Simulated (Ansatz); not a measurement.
Molecule: C2H6Br2Ge, net charge 0, singlet state. SMILES: [CH3][Ge]([CH3])([Br])[Br]
Geometry from a B3LYP-D3(BJ)/def2-TZVP (Ansatz, an electronic-structure program) optimisation:
```
Ge
C 1 1.9496
H 2 1.0877 1 109.33
H 2 1.0896 3 109.53 1 -119.73
H 2 1.0896 3 109.53 4 -120.54
C 1 1.9496 2 117.01 3 180.00
H 6 1.0877 1 109.33 2 180.00
H 6 1.0896 7 109.53 1 -119.73
H 6 1.0896 7 109.53 8 -120.54
Br 1 2.3364 2 107.95 3 58.09
Br 1 2.3364 2 107.95 3 -58.09
```

Computed values are from Ansatz. Valence correlation only, unless marked. UHF or UKS for open shells. Spin-orbit coupling is left out. Frozen are the shells of the preceding noble gas and the d and f shells that filled before the atom's block. No relativistic terms. CBS marks a two-point X^-3 extrapolation of the correlation energy; Hartree-Fock from the larger set.

What is the total energy at CCSD(T)/CBS(aug-cc-pVTZ,aug-cc-pVQZ)?

-7300.7235 Eh.

What is the T1 diagnostic at CCSD/aug-cc-pVQZ?

0.009.

What is the dipole moment at CCSD(T)/aug-cc-pVDZ?

2.96 D.

What is the atomisation energy De at CCSD(T)/CBS(aug-cc-pVTZ,aug-cc-pVQZ)?

3788.3 kJ/mol.
